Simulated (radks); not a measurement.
Question: Radial electron density D(r) = 4 pi r^2 rho(r) of an atom or ion with 13 electrons. All-electron calculation, Dirac Kohn-Sham, LDA (Slater exchange, Perdew-Zunger correlation), spin-unpolarised, spherical densities, finite nucleus; Fermi nuclear charge, rms radius of each element as measured or else 0.836 A^(1/3) + 0.57 fm. Program: a radial shooting solver on a logarithmic mesh with Libxc functionals.

| r (bohr) | D(r) (e/bohr) |
|---|---|
| 0.003129 | 0.3102 |
| 0.004042 | 0.5009 |
| 0.005221 | 0.8021 |
| 0.006798 | 1.288 |
| 0.008781 | 2.011 |
| 0.01134 | 3.081 |
| 0.01465 | 4.610 |
| 0.01908 | 6.764 |
| 0.02465 | 9.423 |
| 0.03184 | 12.48 |
| 0.04113 | 15.48 |
| 0.05312 | 17.71 |
| 0.06917 | 18.33 |
| 0.08936 | 16.90 |
| 0.1154 | 14.21 |
| 0.1491 | 12.12 |
| 0.1942 | 12.52 |
| 0.2508 | 15.23 |
| 0.324 | 17.45 |
| 0.4185 | 16.13 |
| 0.5406 | 11.17 |
| 0.7039 | 5.598 |
| 0.9093 | 2.757 |
| 1.175 | 2.094 |
| 1.517 | 1.613 |
| 1.976 | 0.8238 |
| 2.552 | 0.4964 |
| 3.297 | 0.4492 |
| 4.258 | 0.2409 |
| 5.501 | 0.05217 |
| 7.163 | 0.003432 |

What is the nuclear charge?

Answer: Z = 16. The innermost maximum, from 1s, lies near gamma/Z bohr with gamma = sqrt(1 - (Z/c)^2) = 0.993, here 0.0621 bohr (found: 0.0654), and its height grows with Z. The density is that of the sulfur ion S3+ in [Ne] 3s2 4s1; the configuration itself is not fixed sharply by these data, and Z only to about a unit. D(r) has 2 maxima, at r = 0.0654, 0.340 bohr, and minima at 0.164 bohr, inside which lie 2.18 electrons.
